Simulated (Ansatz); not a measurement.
## Relative stability

The two ends of one reaction step of SnH$_{4}$BrCl, singlet (PBE0-D4/def2-TZVP).

A:

Sn1  (-1.077, -0.010, -0.348)
Cl2  (0.400, -1.790, 0.088)
H3  (-0.340, 0.894, -1.580)
H4  (-1.225, 0.822, 1.123)
H5  (-2.517, -0.766, -0.840)
H6  (2.077, -0.215, 0.665)
Br7  (2.683, 1.065, 0.891)
(Å)

B:

Sn1  (-0.702, 0.746, -0.452)
Cl2  (0.855, -2.402, 1.343)
H3  (-1.118, 2.187, -1.253)
H4  (-1.266, 0.691, 1.147)
H5  (-1.064, -0.642, -1.357)
H6  (1.498, -1.391, 0.859)
Br7  (1.797, 0.811, -0.286)
(Å)

Computed with Ansatz 0.2.0 (basis: def2-TZVPP); correlated methods freeze the cores. Filled d shells of the heavier atoms are correlated. Core potentials replace the inner electrons of the atoms past krypton. The def2 sets are not built for correlating such inner shells, so the correlated values are less sure here. B3LYP uses VWN-RPA correlation.

Task: Which structure is lower at CCSD(T), and by how much? (An estimate is asked for; the value comes from the calculation.)

Result: Computed: B, by 0.148 eV (electronic energy, against the other). By their contacts, A is a complex of SnH₃Cl ([Cl][SnH3]) + HBr and B is a complex of SnH₃Br ([Br][SnH3]) + HCl.

All methods give the same order:

```json
{"method": "SPW92", "E(B) − E(A) (eV)": "-0.145"}
{"method": "PBE-D4", "E(B) − E(A) (eV)": "-0.151"}
{"method": "BLYP-D4", "E(B) − E(A) (eV)": "-0.131"}
{"method": "r2SCAN-D4", "E(B) − E(A) (eV)": "-0.147"}
{"method": "B97M-V", "E(B) − E(A) (eV)": "-0.103"}
{"method": "PBE0-D4", "E(B) − E(A) (eV)": "-0.166"}
{"method": "B3LYP-D4", "E(B) − E(A) (eV)": "-0.145"}
{"method": "r2SCAN0-D4", "E(B) − E(A) (eV)": "-0.164"}
{"method": "BHLYP-D4", "E(B) − E(A) (eV)": "-0.162"}
{"method": "CAM-B3LYP-D4", "E(B) − E(A) (eV)": "-0.134"}
{"method": "wB97X-V", "E(B) − E(A) (eV)": "-0.145"}
{"method": "wB97M-V", "E(B) − E(A) (eV)": "-0.152"}
{"method": "B2PLYP", "E(B) − E(A) (eV)": "-0.146"}
{"method": "PBE-QIDH", "E(B) − E(A) (eV)": "-0.169"}
{"method": "RPA on PBE", "E(B) − E(A) (eV)": "-0.131"}
{"method": "HF", "E(B) − E(A) (eV)": "-0.168"}
{"method": "MP2", "E(B) − E(A) (eV)": "-0.158"}
{"method": "CCSD", "E(B) − E(A) (eV)": "-0.153"}
{"method": "CCSD(T)", "E(B) − E(A) (eV)": "-0.148"}
```

No T1 diagnostic of these runs exceeds 0.010.

Labels in which every atom is bracketed show which atoms are joined, not bond orders.

For scale, one of the runs: CCSD(T)/def2-TZVPP, 196 basis functions (an equivalent command: `ansatz run in.yaml --threads 4`). The run took 74 s on 4 CPU threads (shared host), with 2.6 GiB of host memory at its peak.
